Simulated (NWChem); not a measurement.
System: C$_{4}$H$_{3}$FS; SMILES Fc1cccs1

Results from NWChem. Coordinates come from a B3LYP/6-31G* (spherical d) optimisation.

### Question
What does the run give for Hartree-Fock/def2-TZVPP? Quantities: highest occupied level (eV); orbital gap (eV); dipole (D).

### Answer
highest occupied level (eV): -9.03
orbital gap (eV): 12.07
dipole (D): 1.94
